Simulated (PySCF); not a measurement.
RuN: energy against distance

Set-up: basis Ru def2-TZVPPD with ECP28, N def2-TZVPPD; scalar-relativistic core potentials; PySCF 2.14. Energies in eV from Ru (4d7 5s1) + N in their ground configurations at the same level. State: ²Σ⁺ (doublet), unpaired electrons σ ↑.

All columns are PBE0. A positive dipole means Ru(−)N(+).

```json
{"R (Å)": "1.323", "E (eV)": "-2.033", "μ (D)": "-0.42", "Mulliken charge on Ru (basis-dependent)": "0.20", "HOMO (eV)": "-4.98", "LUMO (eV)": "-2.50", "Mayer bond order": "2.80", "⟨S²⟩": "0.75"}
{"R (Å)": "1.385", "E (eV)": "-3.387", "μ (D)": "-0.87", "Mulliken charge on Ru (basis-dependent)": "0.23", "HOMO (eV)": "-5.11", "LUMO (eV)": "-2.62", "Mayer bond order": "2.81", "⟨S²⟩": "0.75"}
{"R (Å)": "1.447", "E (eV)": "-4.147", "μ (D)": "-1.32", "Mulliken charge on Ru (basis-dependent)": "0.25", "HOMO (eV)": "-5.22", "LUMO (eV)": "-2.72", "Mayer bond order": "2.83", "⟨S²⟩": "0.75"}
{"R (Å)": "1.493", "E (eV)": "-4.419", "μ (D)": "-1.65", "Mulliken charge on Ru (basis-dependent)": "0.26", "HOMO (eV)": "-5.30", "LUMO (eV)": "-2.78", "Mayer bond order": "2.85", "⟨S²⟩": "0.75"}
{"R (Å)": "1.539", "E (eV)": "-4.497", "μ (D)": "-1.97", "Mulliken charge on Ru (basis-dependent)": "0.26", "HOMO (eV)": "-5.37", "LUMO (eV)": "-2.83", "Mayer bond order": "2.88", "⟨S²⟩": "0.75"}
{"R (Å)": "1.585", "E (eV)": "-4.420", "μ (D)": "-2.29", "Mulliken charge on Ru (basis-dependent)": "0.26", "HOMO (eV)": "-5.44", "LUMO (eV)": "-2.87", "Mayer bond order": "2.91", "⟨S²⟩": "0.75"}
{"R (Å)": "1.647", "E (eV)": "-4.140", "μ (D)": "-2.70", "Mulliken charge on Ru (basis-dependent)": "0.25", "HOMO (eV)": "-5.52", "LUMO (eV)": "-2.91", "Mayer bond order": "2.93", "⟨S²⟩": "0.76"}
{"R (Å)": "1.724", "E (eV)": "-3.604", "μ (D)": "-3.10", "Mulliken charge on Ru (basis-dependent)": "0.23", "HOMO (eV)": "-5.63", "LUMO (eV)": "-2.91", "Mayer bond order": "2.87", "⟨S²⟩": "0.86"}
{"R (Å)": "1.816", "E (eV)": "-2.940", "μ (D)": "-3.30", "Mulliken charge on Ru (basis-dependent)": "0.21", "HOMO (eV)": "-5.68", "LUMO (eV)": "-2.82", "Mayer bond order": "2.35", "⟨S²⟩": "1.39"}
{"R (Å)": "1.939", "E (eV)": "-2.223", "μ (D)": "-3.52", "Mulliken charge on Ru (basis-dependent)": "0.21", "HOMO (eV)": "-5.36", "LUMO (eV)": "-2.72", "Mayer bond order": "1.79", "⟨S²⟩": "1.96"}
```

A fit through these points gives, at Re = 1.537 Å, μ = -1.96 D and dμ/dR = -6.95 D/Å; the reduced mass is 12.31 u.

Q: How strong is the fundamental in the double-harmonic approximation, I = 42.26·(dμ/dR)²/μred km/mol?

A: I = 42.26·(-6.95)²/12.31 = 166 km/mol at PBE0.

The metal atom is held in its measured ground configuration; semilocal functionals can put another filling of s and d lower by some tenths of an eV, and De to that atom would be smaller. ⟨S²⟩ of the unrestricted solution departs from its pure value on part of the curve, where spin states mix. These are scalar-relativistic numbers at best; spin–orbit coupling would shift them, the dissociation energy most. The state is the lowest single determinant that the PBE0 search found; with open d or f shells the true ground state can be another one.
